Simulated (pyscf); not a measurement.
# `[SiH2][Cl]`, doublet

Gas-phase minimum from PySCF at ωB97X-D3(BJ)/def2-SVP, one conformer. 

SMILES: [SiH2]Cl
```xyz
4

Si     0.5717    -0.0663    -0.6922
Cl    -0.1276     0.1086    -2.6291
H      0.1275     1.1243     0.0904
H      0.0341    -1.3250    -0.0970
```
Charge 0, spin multiplicity 2.

Bonds (Å): Si1–Cl2 2.067, Si1–H3 1.492, Si1–H4 1.492. Bond angles (°): Cl2–Si1–H3 108.9, Cl2–Si1–H4 108.9, H3–Si1–H4 110.9.

Properties at ωB97X-D3(BJ)/def2-SVP:

```
Property                                                                                                                                             Value
---------------------------------------------------------------------------------------------------------------------  -----------------------------------
Harmonic wavenumbers, unscaled                                                                                         566, 662, 746, 930, 2224, 2253 cm⁻¹
Zero-point energy                                                                                                                            10.6 kcal/mol
Rotational symmetry number                                                                                                                               1
Entropy of this conformer at 298 K and 1 atm, rigid rotor and harmonic oscillator, modes under 100 cm⁻¹ raised to 100                      261.9 J/(mol K)
Dipole moment                                                                                                                                       1.34 D
Spin expectation value S2                                                                                                                            0.751
```

Single-point totals, which compare only within one level (frozen core for MP2 and CC):

```
level                   total energy (hartree)
----------------------  ----------------------
ωB97X-D3(BJ)/def2-TZVP              -750.93540
PBE/def2-TZVP                       -750.56524
r²SCAN/def2-TZVP                    -750.85053
B3LYP-D3(BJ)/def2-TZVP              -750.95006
PBE0-D3(BJ)/def2-TZVP               -750.63440
M06-2X/def2-TZVP                    -750.86690
ωB97M-D3(BJ)/def2-TZVP              -750.99388
UHF/def2-TZVPP                      -749.62592
MP2/def2-TZVPP                      -749.91986
CCSD/def2-TZVPP                     -749.95439
CCSD(T)/def2-TZVPP                  -749.96709
```

The CCSD(T) − MP2 part came from Ansatz, without density fitting, on the same reference.
